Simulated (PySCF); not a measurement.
## ¹⁵N chemical shifts

- coordinates at the GFN2-xTB level
- shielding tensors at PBE0/pcSseg-1 (GIAO)
- run in PySCF
- rapidly exchanging positions averaged, one computed conformer, no solvent model, non-relativistic Hamiltonian

Shieldings were converted by a linear fit to measured shifts: ¹⁵N (scatter 6.3 ppm rms vs CH3NO2, solution or neat liquid). Occasional misses reach two or three times the rms, and more in compound classes unlike the fitted ones.

Task: Give the ¹⁵N shifts of `C=C(F)[Si@@H]1NC[C@@H]1N(C)C`.

Result: 
```json
{"compound": "[CH2:1]=[C:2]([F:3])[Si@@H:4]1[NH:5][CH2:6][C@@H:7]1[N:8]([CH3:9])[CH3:10]", "environment": "N8: amine nitrogen", "δ (ppm)": "-347.5"}
{"compound": "[CH2:1]=[C:2]([F:3])[Si@@H:4]1[NH:5][CH2:6][C@@H:7]1[N:8]([CH3:9])[CH3:10]", "environment": "N5: nitrogen bonded to C, Si, H, in a 4-membered ring", "δ (ppm)": "-366.0"}
```

Task: Match the shifts -20.8, -71.6, -360.4 ppm to `CC(C)N(C)[SiH](P)P`, `c1cc(C2CC2)ccn1`, `C/N=C\[C@H](F)OC(F)(F)F`.

Result: -20.8: C/N=C\[C@H](F)OC(F)(F)F (imine nitrogen); -71.6: c1cc(C2CC2)ccn1 (pyridine-type ring nitrogen); -360.4: CC(C)N(C)[SiH](P)P (nitrogen bonded to 2 C, Si).
